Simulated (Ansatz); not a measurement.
A run for Ansatz (a program for electronic structure): R-B97M-V/def2-TZVPPD on C2H3FO2 (a complex). Files ending in .json are basis or fitting sets from the Basis Set Exchange.

Ansatz 0.2 input:
```yaml
crystal:
  periodic: [false, false, false]
  atoms:
    - {symbol: O, position_ang: [1.13825038, -0.00233476, -0.24024359]}
    - {symbol: C, position_ang: [0.08025441, -0.03368116, 0.23001031]}
    - {symbol: O, position_ang: [-0.99127131, -0.06134121, 0.67618702]}
    - {symbol: C, position_ang: [0.06367359, -0.46704973, 3.84139170]}
    - {symbol: F, position_ang: [1.04058669, -0.38204433, 2.84936005]}
    - {symbol: H, position_ang: [-0.91534085, -0.39930966, 3.36822254]}
    - {symbol: H, position_ang: [0.17438524, -1.42231349, 4.35483831]}
    - {symbol: H, position_ang: [0.20761282, 0.35738842, 4.54002661]}
basis:
  gaussian:
    orbitals: def2-TZVPPD.json
hamiltonian:
  xc: {name: B97M-V}
scf: {lower_state_search: off}
```

Program output:

```
WARN ansatz: RAYON_NUM_THREADS=1 ignored (pool sized by the plan → 1); use --threads N
Functional definition: B97M-V
these checks for a lower state are left out or cut short: stability, starts, cluster_reference, orbital_swaps, neighbouring_geometries, increment
integrals: 0.15 GiB planned
1090 factors; their error is unknown
mean field: 1.21 GiB planned
mean field evaluation 1: about -8929.8941 eV, gradient 6.1e1 eV
mean field evaluation 2: about -8923.4746 eV, gradient 8.5e1 eV
mean field evaluation 4: about -8936.1144 eV, gradient 2.9e0 eV
mean field evaluation 8: about -8936.1191 eV, gradient 5.4e-1 eV
mean field evaluation 16: about -8936.1194 eV, gradient 3.0e-5 eV
mean field -8936.11937616 eV, -328.3963299546 hartree, gradient 6.8e-6 eV, S^2 0.000000; 0 other end points of the search recorded, 0 dependent functions left out
reference -8936.11945835 eV, -328.3963329750 hartree; 20, 20 occupied and 225, 225 virtual orbitals, 1090 factors
Total energy: -8936.11945835 eV, -328.3963329750 hartree
Checks for a lower state left out: stability, starts, cluster_reference, orbital_swaps, neighbouring_geometries, increment
```

The run converged.

Cost: roughly 4 core-seconds.
